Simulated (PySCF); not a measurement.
Input of a run (PBE0-D3(BJ)/def2-SVP geometry optimisation, gas phase (PySCF 2.14.0)), started from GFN2-xTB:
```
{"job": {"xc": "PBE0", "basis": "def2-SVP", "d3": "d3bj", "grid": 1, "kind": "geom"}, "charge": 1, "multiplicity": 1}
C     -2.424563    -0.042650     1.045797
C     -1.180442    -0.102038     0.318283
C     -1.053644     0.090777    -1.115592
C      0.440790     0.273842    -1.401081
C      1.127531    -0.450814    -0.232058
C      2.470732     0.187392     0.126271
F      2.300502     1.465902     0.501995
F      3.312795     0.175890    -0.898401
F      3.044676    -0.444870     1.151656
C      0.119912    -0.337618     0.925793
H     -2.623152     1.012021     1.285755
H     -2.395528    -0.571683     1.996886
H     -3.278682    -0.352564     0.441919
H     -1.418126    -0.836652    -1.586501
H     -1.700731     0.872726    -1.521817
H      0.692748     1.336071    -1.384492
H      0.741088    -0.125520    -2.366411
H      1.326400    -1.499372    -0.471453
H      0.356717     0.538356     1.554256
H      0.135830    -1.178515     1.626158
```

Output (energies in Eh, forces in Eh/bohr):
```
step   0  E = -571.00262917  max force = 0.015298
step   1  E = -571.00547324  max force = 0.004251
step   2  E = -571.00566897  max force = 0.001793
step   3  E = -571.00576679  max force = 0.001517
step   4  E = -571.00581866  max force = 0.001073
step   5  E = -571.00585034  max force = 0.001194
step   6  E = -571.00585888  max force = 0.000763
step   7  E = -571.00586272  max force = 0.000808
step   8  E = -571.00587160  max force = 0.000809
step   9  E = -571.00588646  max force = 0.000853
step  10  E = -571.00590414  max force = 0.000788
step  11  E = -571.00592673  max force = 0.000718
step  12  E = -571.00594864  max force = 0.000576
step  13  E = -571.00595933  max force = 0.000539
step  14  E = -571.00596088  max force = 0.000469
step  15  E = -571.00596049  max force = 0.000149
optimisation converged
```

Task: Summarise the run.

Result: The energy falls by 0.091 eV over 16 energy and gradient evaluations, the largest force component goes from 0.0153 to 1.5e-04 Eh/bohr, and the atoms move by 0.113 Å rms after alignment. The bond that changes most is C3–H14 (ring CH2 carbon to methylene hydrogen), which lengthens by 0.020 Å. Bonds longer at the end by more than 0.005 Å: 12 of 20; shorter: 3. Among the angles that change most is C2–C3–H14, from 106.3° to 99.6°. Among the dihedrals that turn most is C6–C5–C10–H19, from 27° to 41°. The energy never rose by more than 1e-6 Eh on the way. The first step brought 85 % of the lowering.

Task: What are the final bond lengths?

Result: C1–C2 1.452 Å, C2–C3 1.457 Å, C3–C4 1.528 Å, C4–C5 1.533 Å, C5–C6 1.518 Å, C6–F7 1.340 Å, C6–F8 1.322 Å, C6–F9 1.328 Å, C5–C10 1.533 Å, C2–C10 1.457 Å, C1–H11 1.114 Å, C1–H12 1.098 Å, C1–H13 1.100 Å, C3–H14 1.122 Å, C3–H15 1.102 Å, C4–H16 1.102 Å, C4–H17 1.097 Å, C5–H18 1.102 Å, C10–H19 1.121 Å, C10–H20 1.102 Å. Numbering counts from 1 in the input's order; the species is `C[C+]1CC[C@@H](C(F)(F)F)C1`.

The run used 190 basis functions and 97 SCF cycles in all.

Stationary, but not proved a minimum.

One conformer stands for the species.
